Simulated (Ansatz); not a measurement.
Species: sum formula H$_{2}$BO$_{2}$Cl, net charge 0, singlet state. 
Coordinates optimised at B3LYP-D3(BJ)/def2-TZVP (Ansatz, a quantum-chemistry and plane-wave program):
```xyz
6

B      0.0685    -0.4158    -0.0765
Cl    -0.2146     1.3021     0.2396
O      1.3650    -0.8133    -0.1844
O     -1.0319    -1.2077    -0.1874
H      1.5072    -1.7491    -0.3562
H     -0.8663    -2.1397    -0.3592
```
Charge 0, spin multiplicity 1.

Wanted: atomisation energy (electronic, to ground-state atoms); the coupled-cluster value holds the core correlation from cc-pwCVTZ, in kJ/mol. Valence correlation only, unless marked. UHF or UKS for open shells. No spin-orbit coupling. Non-relativistic. CBS marks a two-point X^-3 extrapolation of the correlation energy; Hartree-Fock from the larger set.

Level to compare with: CCSD(T)/CBS(cc-pV(T+d)Z,cc-pV(Q+d)Z) plus the core term (Ansatz), 2497.4 kJ/mol. It is a level with limits of its own, and the differences hold the functionals' basis error too.

Q: Rank these functionals by how close they come to CCSD(T)/CBS(cc-pV(T+d)Z,cc-pV(Q+d)Z), closest first: BHLYP/def2-TZVPD (Ansatz); B3LYP/def2-TZVPD (Ansatz); CAM-B3LYP/def2-TZVPD (Ansatz); SVWN5/def2-TZVPD (Ansatz).

A: CAM-B3LYP/def2-TZVPD (range-separated hybrid, 2477.9 kJ/mol, difference -19.5), B3LYP/def2-TZVPD (global hybrid, 2449.4 kJ/mol, difference -48.0), BHLYP/def2-TZVPD (global hybrid, 2354.9 kJ/mol, difference -142.5), SVWN5/def2-TZVPD (LDA, 2896.5 kJ/mol, difference 399.1)
